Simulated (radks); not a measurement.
The numbers below are computed, except where a source is named.
Question: The calcium ion Ca2+, [Ar]. Code: a radial shooting solver on a logarithmic mesh with Libxc functionals. Model: non-relativistic Kohn-Sham, PBE, spin-polarised, spherical densities, point nucleus. Every spin shell is full or empty, so the densities are truly spherical. Functionals are evaluated on that one density, not self-consistently. Rank these orbital-free kinetic functionals by their error against the exact value of the orbitals, and give that value: Thomas-Fermi, TF + vW, TF + vW/9, TF + vW/5, LC94, APBEK, revAPBEK, PG1, DePristo-Kress, Ernzerhof.

Answer: Exact: 676.033 hartree. From best to worst, with 100 (|E| - |E exact|)/|E exact| (equal figures are ties): DePristo-Kress +0.04, Ernzerhof -0.09, LC94 +0.10, APBEK +0.21, revAPBEK +0.53, TF + vW/9 -0.63, TF + vW/5 +4.41, Thomas-Fermi -6.93, PG1 +22.52, TF + vW +49.81.
